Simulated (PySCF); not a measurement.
These compounds are isomers of formula C₃H₅B.

A. SMILES C(B)#CC
B. SMILES BC1C=C1
C. SMILES BCC#C

Spectrum 1. $^{1}$H NMR (500 MHz, computed): δ 7.27 (d, J = 1.7 Hz, 2H), 7.21 (br, 2H), 1.97 (tt, J = 6.3, 1.7 Hz, 1H). $^{13}$C{$^{1}$H} NMR (computed): δ 117.5 (CH), 25.0 (CH).

Spectrum 2. $^{1}$H NMR (500 MHz, computed): δ 6.67 (br, 2H), 2.42 (t, J = 2.4 Hz, 3H). $^{13}$C{$^{1}$H} NMR (computed): δ 160.0 (C), 100.4 (C), 8.5 (CH3).

Spectrum 3. $^{1}$H NMR (500 MHz, computed): δ 7.69 (br, 2H), 2.62 (dt, J = 4.0, 1.8 Hz, 2H), 1.86 (t, J = 4.0 Hz, 1H). $^{13}$C{$^{1}$H} NMR (computed): δ 86.3 (C), 72.7 (CH), 23.6 (CH2).

How the numbers were obtained: coordinates at the PBE0-D3(BJ)/def2-SVP level, B3LYP/pcJ-1 coupling constants, NMR shieldings at PBE0/pcSseg-1/GIAO, in PySCF 2.14.0 with density-fitted response routines (one conformer, fast rotation and ring inversion assumed for equivalent nuclei, no relativistic terms, no solvent).

References, each an isolated molecule treated in the same way: $^{1}$H (σref 31.27), $^{13}$C (σref 184.41) vs TMS. Multiplet labels drop J under 1 Hz and among equivalent protons, and merge close values. Unscaled 3J(H,H) run several per cent high. Vicinal couplings that depend on rotamer populations or ring flexing (ring, CH–CH, X–H and H–F types) are those of the one conformer. Couplings to H on boron are left out. Carbons bonded to boron are broad in practice. Shifts are as computed. Against solution values, carbons near 30 ppm lie about +2 ppm off and those near 130 ppm about +5 ppm. Of 1211 compounds with measured shifts, 218 miss one by over three times the rms of a fit or turn the order of signals round; such compounds aren't used in these exercises.

Which spectrum belongs to which compound?

Answers

1–B, 2–A, 3–C.

- Spectrum 1 (B): 2 $^{13}$C signals; δC 117.5 is an alkene CH; δC 25.0 is a three-membered-ring carbon.
- Spectrum 2 (A): 3 $^{13}$C signals; δC 100.4 is an alkyne carbon; δC 8.5 is a propargylic methyl carbon.
- Spectrum 3 (C): 3 $^{13}$C signals; δC 86.3 is an alkyne carbon; δC 72.7 is a terminal alkyne carbon.
